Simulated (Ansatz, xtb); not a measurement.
# Two structures of C2H8BSeZn+

Structure I is a singlet given by its coordinates and structure II is a singlet given by its coordinates. Both are isolated ions in the gas phase, relaxed with PBE0-D3(BJ)/pcseg-1.

I (Å):

```yaml
atoms:
  - { symbol: C, position_ang: [-0.7065, 0.0674, 1.1904] }
  - { symbol: C, position_ang: [-0.8473, 0.5529, -0.2436] }
  - { symbol: B, position_ang: [0.3998, 0.8430, -1.0843] }
  - { symbol: Se, position_ang: [2.1763, 0.9368, -0.1208] }
  - { symbol: Zn, position_ang: [2.1837, -1.2909, 0.8735] }
  - { symbol: H, position_ang: [-0.2482, -0.9370, 1.2391] }
  - { symbol: H, position_ang: [-0.1246, 0.7611, 1.8126] }
  - { symbol: H, position_ang: [-1.6797, -0.0453, 1.6804] }
  - { symbol: H, position_ang: [-1.4992, -0.1079, -0.8400] }
  - { symbol: H, position_ang: [-1.4069, 1.5103, -0.2804] }
  - { symbol: H, position_ang: [0.4643, 1.0949, -2.2463] }
  - { symbol: H, position_ang: [3.0746, 0.7491, -1.2761] }
  - { symbol: H, position_ang: [2.2680, -2.6850, 1.4902] }
```

Close contacts (Å): C1–C2 1.52, C2–B3 1.53, B3–Se4 2.02, Se4–Zn5 2.44, C1–H6 1.11, C1–H7 1.10, C1–H8 1.10, C2–H9 1.10, C2–H10 1.11, B3–H11 1.19, Se4–H12 1.48, Zn5–H13 1.53.

II (Å):

```yaml
atoms:
  - { symbol: C, position_ang: [-0.4052, -1.7263, 0.0148] }
  - { symbol: C, position_ang: [2.1175, -0.9508, 0.8776] }
  - { symbol: B, position_ang: [0.7071, -0.7081, 0.3159] }
  - { symbol: Se, position_ang: [0.1633, 1.2559, -0.0271] }
  - { symbol: Zn, position_ang: [0.1069, 1.2852, -2.4555] }
  - { symbol: H, position_ang: [-0.7782, -2.0761, 0.9942] }
  - { symbol: H, position_ang: [0.0160, -2.6275, -0.4537] }
  - { symbol: H, position_ang: [-1.2765, -1.3921, -0.5580] }
  - { symbol: H, position_ang: [2.4783, -0.1902, 1.5807] }
  - { symbol: H, position_ang: [2.8279, -0.9491, 0.0323] }
  - { symbol: H, position_ang: [2.2004, -1.9390, 1.3464] }
  - { symbol: H, position_ang: [1.4792, 1.9103, 0.1270] }
  - { symbol: H, position_ang: [0.0607, 1.2886, -3.9811] }
```

Close contacts (Å): C1–B3 1.54, C2–B3 1.54, B3–Se4 2.07, Se4–Zn5 2.43, C1–H6 1.10, C1–H7 1.10, C1–H8 1.09, C2–H9 1.10, C2–H10 1.10, C2–H11 1.10, Se4–H12 1.48, Zn5–H13 1.53.

Which of the two would you expect CCSD(T)/def2-SVP + ΔMP2/def2-TZVPP electronic energies to favour?

Structure II; the calculation gives E(II) − E(I) = −15.2 kcal/mol.

Level by level:

```csv
level,geometry,E(II) − E(I) (kcal/mol),departure from the last row (kcal/mol),"job, with rough time for the two"
PBE0-D3(BJ)/pcseg-1,PBE0-D3(BJ)/pcseg-1,−16.0,−0.8,"optimisation, 11 min"
HF/def2-SVP,PBE0-D3(BJ)/pcseg-1,−15.9,−0.7,part of the CCSD(T) run
MP2/def2-SVP,PBE0-D3(BJ)/pcseg-1,−14.5,+0.7,part of the CCSD(T) run
CCSD(T)/def2-SVP,PBE0-D3(BJ)/pcseg-1,−13.9,+1.3,single point
CCSD(T)/def2-SVP + ΔMP2/def2-TZVPP,PBE0-D3(BJ)/pcseg-1,−15.2,,"single point, 5.8 min"
```

The levels shown agree on the order. The largest departure from CCSD(T)/def2-SVP + ΔMP2/def2-TZVPP is that of CCSD(T)/def2-SVP, 1.3 kcal/mol. Levels run at GFN2-xTB geometries aren't shown. The last row adds to CCSD(T) the change of the MP2 difference between the two basis sets, here −1.3 kcal/mol.

With harmonic frequencies from PBE0-D3(BJ)/pcseg-1 (ideal gas, rigid rotor, one conformer each, 298.15 K, 1 atm): on the last row, ΔE + ΔZPE = −15.7 kcal/mol. A mode under 50 cm⁻¹ makes harmonic enthalpies and free energies unreliable, so none is given.

The correlated steps freeze 17 core orbitals; the filled d shell of Se is correlated; the last core shell of Zn is correlated, in a basis made for valence electrons. Run with Ansatz 0.2.0; the last row on 2 threads of Intel(R) Xeon(R) Processor @ 2.50GHz (Skylake/Cascade Lake) on a shared host.
